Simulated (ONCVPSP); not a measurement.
## Transferability test, ONCV potential for silicon (Si)

- Element: silicon
- Generator: ONCVPSP 4.0.1
- Type: optimised norm-conserving Vanderbilt (ONCV)
- Functional: PBE
- Relativity: fully relativistic
- Frozen core: [Ne]
- Valence charge: 4
- Reference configuration: 3s2 3p2
- Partial waves: 3s: rc 1.60 bohr, ncon 5, nbas 8, qcut 4.2 1/bohr, 1 projector; 3p: rc 1.85 bohr, ncon 4, nbas 8, qcut 4.7 1/bohr, 2 projectors, debl 0.7 Ha; d scattering state at 0.03 Ha: rc 2.00 bohr, ncon 3, nbas 8, qcut 4.4 1/bohr, 2 projectors, debl 1 Ha
- Local potential: polynomial inside 1.50 bohr (lpopt 5, dvloc0 2 Ha)
- Core correction: Teter function, fcfact 2.5, rcfact 1.05

Open shells are filled in proportion to 2j + 1.

Energies are relative to the spin-unpolarised reference configuration 3s2 3p2; without spin polarisation the order of configurations can differ from experiment.

```
valence configuration  charge  ΔE all-electron (eV)  error AE − PS (meV)
              3s2 3p1      +1                 7.740                 -0.4
              3s2 3p0      +2                23.733                 +3.2
              3s1 3p0      +3                57.704                  +81
```

Problem. What are ΔE and the potential's error for 3s1 3p2?

Solution. ΔE = 15.171 eV all-electron; the error (AE − PS) is +3.6 meV.
